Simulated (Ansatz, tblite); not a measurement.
Isomers of In3P2Cl3 (singlet), found by a short tight-binding search and relaxed with PBE-D4/def2-SVP in Ansatz.

In the def2 sets In takes a core potential; there is no spin–orbit coupling. The xTB rows come from tblite. Correlated methods freeze 37 core orbitals; core or outer-core shells of In are correlated, in sets that lack core-valence functions.

Run but left out: HF/def2-SVP (A: restricted singlet, unstable towards broken spin symmetry); B2PLYP/def2-TZVP (A: restricted singlet, unstable in another Hartree–Fock run and untested here).

A: The restricted singlet is unstable towards broken spin symmetry in Hartree–Fock (as tested in another run); at PBE-D4/def2-TZVP, BLYP-D4/def2-TZVP, r2SCAN-D4/def2-TZVP, PBE0-D4/def2-TZVP this wasn't settled. At CCSD(T)/def2-SVP the restricted singlet (for correlated methods, its reference) is unstable: a solution with broken spin symmetry lies lower. B: The restricted singlet is unstable towards broken spin symmetry in Hartree–Fock (as tested in another run); at PBE-D4/def2-TZVP, BLYP-D4/def2-TZVP, r2SCAN-D4/def2-TZVP, PBE0-D4/def2-TZVP this wasn't settled. At CCSD(T)/def2-SVP the restricted singlet (for correlated methods, its reference) is unstable: a solution with broken spin symmetry lies lower. C: The restricted singlet is unstable towards broken spin symmetry in Hartree–Fock (as tested in another run); at BLYP-D4/def2-TZVP, r2SCAN-D4/def2-TZVP, PBE0-D4/def2-TZVP this wasn't settled. At CCSD(T)/def2-SVP the restricted singlet (for correlated methods, its reference) is unstable: a solution with broken spin symmetry lies lower.

Other spin states weren't relaxed.

A:

```xyz
8

In   -1.725    1.565    0.231
In    2.191    1.082    1.508
In    0.088   -2.453    0.789
P    -1.816   -0.050   -2.276
P    -0.810   -1.692   -2.005
Cl    0.592    2.740   -0.070
Cl    2.109   -1.065   -0.267
Cl   -0.629   -0.127    2.090
```

B:

```xyz
8

In    1.996   -0.875    1.262
In   -2.089    0.531    1.326
In   -0.643   -1.802   -1.910
P     0.697    1.958    1.526
P     0.671    2.027   -0.423
Cl    1.876   -0.663   -1.450
Cl   -0.633   -1.854    1.071
Cl   -1.874    0.678   -1.401
```

C:

```xyz
8

In   -2.183   -0.845    0.811
In    1.457    0.407   -0.088
In   -0.993    0.597   -2.861
P    -0.250   -0.966    3.121
P     1.570   -0.390    2.681
Cl   -0.199   -1.600   -1.017
Cl   -1.053    1.567   -0.052
Cl    1.651    1.230   -2.594
```

Estimate which lies lowest at each level, and how far above it the others are (eV).


```tsv
level	A	B	C
GFN1-xTB	0.00	0.03	0.24
GFN2-xTB	0.03	0.00	0.15
PBE-D4/def2-TZVP	0.10	0.11	0.00
BLYP-D4/def2-TZVP	0.04	0.00	0.08
r2SCAN-D4/def2-TZVP	0.16	0.24	0.00
PBE0-D4/def2-TZVP	0.12	0.11	0.00
MP2/def2-SVP	0.07	0.12	0.00
CCSD/def2-SVP	0.06	0.10	0.00
CCSD(T)/def2-SVP	0.10	0.16	0.00
```
Point groups (tolerance 0.1 Å): A not assigned, B not assigned, C not assigned. Lower isomers may exist.
